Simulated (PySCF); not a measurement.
```xyz
6
charge 0 multiplicity 1, angstrom
Te    0.0000    0.0000    0.2829
O     0.0000    0.0000    2.1075
Cl    2.4023    0.0000    0.0171
Cl    0.0000    2.0127   -1.0251
Cl   -2.4023    0.0000    0.0171
Cl    0.0000   -2.0127   -1.0251
```

Level of theory: PBE/[Te def2-SVP with ECP28, O def2-SVP, Cl def2-SVP], scalar-relativistic core potentials, density fitting, no spin–orbit coupling, PySCF.

This geometry of TeOCl₄ is a stationary point at this level.

(1) What is the point group?

(2) Is it a minimum?

(3) What are the dipole moment and the gap between the highest occupied and lowest empty levels?

(4) Give the atomic charges and bond orders.

(5) Give the ideal-gas entropy at 298.15 K and 1 bar by parts.

Answers

(1) C2v.

(2) Yes: all harmonic wavenumbers are real, though the softest, 49 cm⁻¹, leaves little margin.

(3) 1.64 D and 1.06 eV.

(4) 
```csv
atom,Mulliken,Löwdin,polar tensor,Mayer order to Te1
Te1,1.04,0.71,2.22,–
O2,-0.39,-0.40,-0.52,1.64
"Cl3,5",-0.19,-0.10,-0.43,0.81
"Cl4,6",-0.14,-0.05,-0.42,0.85
```

(5) translation 179.4, rotation 121.5, vibration 106.6, spin 0.0; total 407.5 J/(mol K).

Only a few start shapes were tried, so a lower isomer may exist.
